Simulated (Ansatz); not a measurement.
`CN[CH2][SnH3]` at its PBE0-D4/def2-TZVP geometry, where that method's forces vanish. The species carries charge 0 and has multiplicity 1. Sn takes the def2 core potential.

```csv
atom,x (Å),y (Å),z (Å)
C1,-1.093,-0.658,-1.687
N2,-0.795,-0.269,-0.325
C3,0.600,0.052,-0.120
Sn4,0.945,0.559,1.945
H5,-2.167,-0.828,-1.798
H6,-0.777,0.084,-2.439
H7,-0.583,-1.598,-1.916
H8,-1.379,0.512,-0.057
H9,1.205,-0.835,-0.334
H10,0.979,0.858,-0.769
H11,0.886,-0.837,2.925
H12,-0.287,1.642,2.437
H13,2.465,1.319,2.140
```

Problem. For each bond, give half the difference of the two atoms' forces along it (eV/Å; positive pushes the atoms apart) under PBE-D4, r2SCAN-D4, B3LYP-D4, ωB97M-V in def2-TZVPP. (Estimate.)

Solution. The calculation gave: 
```
   bond  length (Å)  PBE-D4  r2SCAN-D4  B3LYP-D4  ωB97M-V
  C1–N2       1.448    0.11       0.20      0.22     0.22
  C1–H5       1.092    0.08      -0.06     -0.11    -0.10
  C1–H6       1.103    0.11      -0.03     -0.05    -0.11
  C1–H7       1.094    0.10      -0.05     -0.09    -0.09
  N2–C3       1.447    0.05       0.15      0.18     0.28
  N2–H8       1.012    0.23      -0.03     -0.09    -0.13
 C3–Sn4       2.154    0.06       0.05      0.14    -0.06
  C3–H9       1.095    0.10      -0.05     -0.14    -0.10
 C3–H10       1.103    0.10      -0.04     -0.11    -0.12
Sn4–H11       1.706    0.07      -0.03      0.00    -0.07
Sn4–H12       1.712    0.08      -0.02      0.01    -0.06
Sn4–H13       1.711    0.06      -0.02      0.00    -0.06
```

B3LYP here is the variant with VWN-RPA as its local correlation; programs differ in this.

Program: Ansatz 0.2.0.
